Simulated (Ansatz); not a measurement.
Basis-set series for F3H2InSe (`[F][In-]([F])([F])[SeH2+]`). The species carries charge 0 and has multiplicity 1. In: def2 effective core potential. All single points use the PBE0-D4/def2-TZVP geometry. It is one conformer, not always the lowest.

```xyz
7

F    -2.0713   -1.6400    0.5286
In   -0.3404   -1.0543   -0.1123
F     1.2403   -1.5151    0.9255
F    -0.1005   -0.7763   -2.0236
Se   -0.1992    1.6572    0.5053
H     1.1567    1.4276    1.0283
H     0.3144    1.9009   -0.8518
```

```csv
functional,basis,functions,energy (Eh),HOMO (eV),LUMO (eV)
PBE0-D4,def2-TZVPP,219,-2892.08926,-9.47,-2.08
PBE0-D4,def2-QZVPP,402,-2892.16002,-9.49,-2.14
ωB97M-V,def2-TZVPP,219,-2892.39673,-11.63,-0.13
ωB97M-V,def2-QZVPP,402,-2892.46492,-11.65,-0.32
```

Task: Give the rows for def2-SVP. (Estimate.)

Result: Ansatz gave: 
```csv
functional,basis,functions,energy (Eh),HOMO (eV),LUMO (eV)
PBE0-D4,def2-SVP,110,-2891.39640,-9.30,-1.82
ωB97M-V,def2-SVP,110,-2891.69596,-11.46,0.23
```

Scalar relativity is left out up to krypton.
